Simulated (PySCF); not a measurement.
A structure optimised at PBE0-D3(BJ)/def2-SVP, used in a PySCF frequency run:

```xyz
14

O      2.3573     0.3292     0.3870
Si     1.0282     0.2235    -0.5965
C      0.0505    -1.3769    -0.4340
Si    -1.4503    -0.8484     0.5740
C     -1.4483     1.0129     0.1164
O     -0.1058     1.3768    -0.1583
H      2.1940     0.4075     1.3315
H      1.5559     0.4775    -1.9591
H      0.6391    -2.1877     0.0204
H     -0.2688    -1.7124    -1.4356
H     -2.7288    -1.5428     0.2313
H     -1.1839    -1.0168     2.0377
H     -1.8351     1.6499     0.9293
H     -2.0888     1.2074    -0.7647
```
Charge 0, spin multiplicity 1.

Q: Write its SMILES and formula.

A: O[Si@H]1C[SiH2]CO1, C2H8O2Si2

Q: What are its rotational constants (standard atomic weights)?

A: 3.9206, 1.8469, 1.4985 GHz
